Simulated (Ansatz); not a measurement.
Reaction (redistribution): `[OH][SnH]([F])[F]` + `B[CH]([GeH3])Br` → `[BH2][SnH]([OH])[F]` + `F[CH]([GeH3])Br`

Gas-phase electronic energies from Ansatz, PBE0-D4/def2-TZVP geometries. CCSD(T)/CBS adds triple-zeta CCSD(T) − MP2 to the extrapolated MP2 energy (def2 sets, frozen cores). def2 core potentials past Kr. For Br, Ge, Sn outer-core shells are correlated without core-valence functions, which leaves a few kJ/mol of doubt a bond. Scalar relativity is left out up to krypton. Each species was taken in one conformer, which may not be the lowest.

| species | CCSD(T)/CBS(def2) energy (Eh) |
| --- | --- |
| `[OH][SnH]([F])[F]` | -490.06891 |
| `B[CH]([GeH3])Br` | -4715.86065 |
| `[BH2][SnH]([OH])[F]` | -416.20311 |
| `F[CH]([GeH3])Br` | -4789.65297 |

Question: Work out ΔE.

Answer: ΔE = (-416.20311) + (-4789.65297) − (-490.06891) − (-4715.86065) = 0.07348 Eh = +2.00 eV.

Largest T1 diagnostic among the species: 0.015.

The D4 term adds +0.04 eV with B3LYP and +0.02 eV with PBE0; it sums over pairs of atoms, weighted by their polarisabilities, and B3LYP, whose exchange is more repulsive, gets the larger term. In def2-TZVPP, CCSD(T) changes the Hartree–Fock value by +0.08 eV (the triples alone add +0.03 eV) and MP2 by +0.22 eV.

B3LYP here is the variant with VWN-RPA as its local correlation; programs differ in this.
